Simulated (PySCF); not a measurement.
C4H10N (SMILES [CH2]CN(C)C), doublet, geometry from GFN2-xTB. Base run: MP2/6-31G in PySCF.

PySCF was given this input:
```python
from pyscf import gto, scf, mp

mol = gto.M(
    atom='''
C    -2.009752   -0.289132    0.112663
C    -0.636119   -0.812207    0.053839
N     0.321194    0.213426   -0.328547
C     0.445677    1.224138    0.700838
C     1.610895   -0.347834   -0.665280
H    -2.290803    0.533382   -0.513063
H    -2.757129   -0.791020    0.693956
H    -0.571884   -1.608096   -0.709548
H    -0.367182   -1.291807    1.017720
H     1.066801    2.038254    0.329806
H     0.897267    0.830341    1.626548
H    -0.543317    1.612668    0.936496
H     2.274236    0.455874   -0.982003
H     1.496887   -1.047482   -1.492590
H     2.082560   -0.875894    0.180150
''',
    basis='6-31g',
    charge=0,
    spin=1,
    verbose=3,
)

mf = scf.UHF(mol)
mf.kernel()

pt = mp.MP2(mf, frozen=5)
pt.kernel()
print('E(MP2) = %.10f' % pt.e_tot)
```

Variants of this job, named by their change:

```json
[
 {"change": "base", "basis functions": "65", "E (Eh)": "-212.03072", "MP2 correlation (Eh)": "-0.45328", "SCF-reference HOMO (eV)": "-9.30", "SCF-reference dipole (D)": "0.98"},
 {"change": "basis = STO-3G", "basis functions": "?", "E (Eh)": "?", "MP2 correlation (Eh)": "?", "SCF-reference HOMO (eV)": "?", "SCF-reference dipole (D)": "?"},
 {"change": "basis = pcseg-0", "basis functions": "65", "E (Eh)": "-211.51773", "MP2 correlation (Eh)": "-0.45514", "SCF-reference HOMO (eV)": "-9.41", "SCF-reference dipole (D)": "1.05"},
 {"change": "basis = 3-21G", "basis functions": "65", "E (Eh)": "?", "MP2 correlation (Eh)": "?", "SCF-reference HOMO (eV)": "?", "SCF-reference dipole (D)": "?"},
 {"change": "basis = def2-SV(P)", "basis functions": "90", "E (Eh)": "-212.13893", "MP2 correlation (Eh)": "-0.64595", "SCF-reference HOMO (eV)": "-9.51", "SCF-reference dipole (D)": "0.72"},
 {"change": "basis = 6-31G*", "basis functions": "90", "E (Eh)": "-212.32774", "MP2 correlation (Eh)": "-0.65718", "SCF-reference HOMO (eV)": "-9.38", "SCF-reference dipole (D)": "0.72"},
 {"change": "basis = 6-31+G*", "basis functions": "110", "E (Eh)": "-212.34173", "MP2 correlation (Eh)": "-0.66612", "SCF-reference HOMO (eV)": "-9.45", "SCF-reference dipole (D)": "0.76"},
 {"change": "basis = cc-pVDZ", "basis functions": "120", "E (Eh)": "-212.41017", "MP2 correlation (Eh)": "-0.72177", "SCF-reference HOMO (eV)": "-9.39", "SCF-reference dipole (D)": "0.63"},
 {"change": "basis = def2-SVP", "basis functions": "120", "E (Eh)": "-212.24033", "MP2 correlation (Eh)": "-0.71906", "SCF-reference HOMO (eV)": "-9.46", "SCF-reference dipole (D)": "0.72"},
 {"change": "basis = pc-1", "basis functions": "120", "E (Eh)": "?", "MP2 correlation (Eh)": "?", "SCF-reference HOMO (eV)": "-9.43", "SCF-reference dipole (D)": "0.80"},
 {"change": "basis = 6-31G**", "basis functions": "120", "E (Eh)": "-212.40877", "MP2 correlation (Eh)": "-0.72173", "SCF-reference HOMO (eV)": "-9.37", "SCF-reference dipole (D)": "0.73"},
 {"change": "basis = pcseg-1", "basis functions": "120", "E (Eh)": "-212.34024", "MP2 correlation (Eh)": "-0.72241", "SCF-reference HOMO (eV)": "-9.43", "SCF-reference dipole (D)": "0.80"},
 {"change": "basis = 6-311G**", "basis functions": "?", "E (Eh)": "?", "MP2 correlation (Eh)": "?", "SCF-reference HOMO (eV)": "-9.43", "SCF-reference dipole (D)": "?"}
]
```

Question: Complete the blanks.

Answer: 
- basis = STO-3G, basis functions: 35
- basis = STO-3G, E (Eh): -209.35646
- basis = STO-3G, MP2 correlation (Eh): -0.23373
- basis = STO-3G, SCF-reference HOMO (eV): -7.71
- basis = STO-3G, SCF-reference dipole (D): 0.95
- basis = 3-21G, E (Eh): -210.94759
- basis = 3-21G, MP2 correlation (Eh): -0.45027
- basis = 3-21G, SCF-reference HOMO (eV): -9.23
- basis = 3-21G, SCF-reference dipole (D): 0.89
- basis = pc-1, E (Eh): -212.34327
- basis = pc-1, MP2 correlation (Eh): -0.72258
- basis = 6-311G**, basis functions: 150
- basis = 6-311G**, E (Eh): -212.49022
- basis = 6-311G**, MP2 correlation (Eh): -0.76331
- basis = 6-311G**, SCF-reference dipole (D): 0.68

Totals compare only among sets that treat the same electrons; sets with core potentials leave the core out.

Open shells are given as the SCF converged; they aren't shown to be the lowest states, and a large step between rows can be another state.
